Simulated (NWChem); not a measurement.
Species: SOF, doublet; SMILES O=[S]F

In the optimisation the excess spin sits in a" (Cs, its own frame).

Q: Give the equilibrium geometry at PBE0/def2-SVP, spin-unrestricted (NWChem) as an XYZ file, with the point group.

A: point group Cs; any orientation.
```
3

O     -0.5616     1.1950     0.0000
S      0.4523     0.1276     0.0000
F     -0.3097    -1.3141     0.0000
```
